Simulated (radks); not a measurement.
Q: All-electron atom: Rb3+ in [Ar] 3d10 4s2 4p3 5s1 (not the ground configuration). All-electron calculation, Dirac Kohn-Sham, PBEsol, spin-unpolarised, spherical densities, finite nucleus; open shells are shared between the two j in proportion to 2j + 1; Fermi nuclear charge, rms radius 4.2036 fm. Program: a radial shooting solver on a logarithmic mesh with Libxc functionals.

Spin-orbit splittings of the eigenvalues, e(l+1/2) - e(l-1/2), with zeta = 2 splitting/(2l+1) and mean radii in bohr:

| shell | occ. | splitting (eV) | zeta (eV) | <r> j=l-1/2 | <r> j=l+1/2 |
|---|---|---|---|---|---|
| 2p | 6 | 60.73 | 40.49 | 0.1523 | 0.1564 |
| 3p | 6 | 9.152 | 6.101 | 0.5112 | 0.5216 |
| 3d | 10 | 1.560 | 0.6240 | 0.5209 | 0.5246 |
| 4p | 3 | ? | ? | 1.516 | 1.542 |

Estimate the 4p splitting.

A: 1.160 eV (zeta = 0.7732 eV).
